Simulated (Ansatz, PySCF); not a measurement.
Donor–acceptor adduct: GaH3 (SMILES [GaH3]) (first 4 atoms) with H2S (SMILES S); geometry from B3LYP-D3(BJ)/def2-TZVP.
(charge 0, multiplicity 1):
```xyz
7

Ga     0.5276    -0.0695     0.5202
H     -0.3462     1.1132    -0.0427
H      0.2736    -1.5335    -0.0007
H      1.8912     0.2612     1.2378
S     -0.9274    -0.3762     2.7290
H     -0.5107     0.7317     3.3658
H     -0.0674    -1.1649     3.3960
```

Counterpoise-corrected where a basis set is named; no monomer relaxation. Rows marked so take none.

Rows in 3-21G, 6-31G* carry no dispersion term and start afresh at each structure (6-31G* with six Cartesian d functions); the Pople sets are all-electron and without relativity.

The values were computed with Ansatz (Gaussian basis) for Hartree–Fock, density functionals and correlated methods; PySCF for 3-21G rows, 6-31G* rows. Each number belongs to the level named beside it.

### Question
One of these levels gives -305.4 meV for the interaction energy. Which one is it?
A) HF/3-21G (no counterpoise)
B) HF/6-31G* (no counterpoise)
C) r2SCAN/def2-TZVPPD
D) HF/6-31G*

### Answer
B, HF/6-31G* (no counterpoise). The others give -415.7 (HF/3-21G (no counterpoise)), -271.6 (HF/6-31G*), -607.1 (r2SCAN/def2-TZVPPD)

Ansatz is an electronic-structure program.
